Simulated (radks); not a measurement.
The silicon anion Si4-, [Ar], held by a Watson sphere: a shell of charge +4 at radius R that stands for the Madelung well of a crystal (potential energy -4/R inside, -4/r outside, in hartree with lengths in bohr). All-electron calculation, scalar-relativistic Kohn-Sham, PBE, spin-polarised, spherical densities, point nucleus. Program: a radial shooting solver on a logarithmic mesh with Libxc functionals. Response by self-consistent Sternheimer equations with the Hartree and adiabatic LDA kernel, the relativistic mass of each level held fixed and spin-orbit coupling left out. The sphere does not respond.

R (bohr)	e(2p) (eV)	e(3s) (eV)	e(3p) (eV)	<r> 3p (bohr)	sum of <r^2> (bohr^2)	X-ray form factor at sin(theta)/lambda = 0.2 1/angstrom	alpha (bohr^3)
1.95	-93.099	-15.603	-8.039	2.361	51.45	10.341	32.03
2.15	-92.341	-14.787	-7.669	2.467	55.58	10.122	36.89
2.26	-92.112	-14.354	-7.458	2.526	57.97	10.013	39.98
2.48	-91.897	-13.536	-7.031	2.646	62.96	9.826	47.11
3.37	-92.161	-10.937	-5.434	3.135	85.54	9.438	92.64
3.58	-92.258	-10.482	-5.111	3.252	91.38	9.415	108.6
3.82	-92.352	-10.027	-4.771	3.387	98.30	9.409	129.9
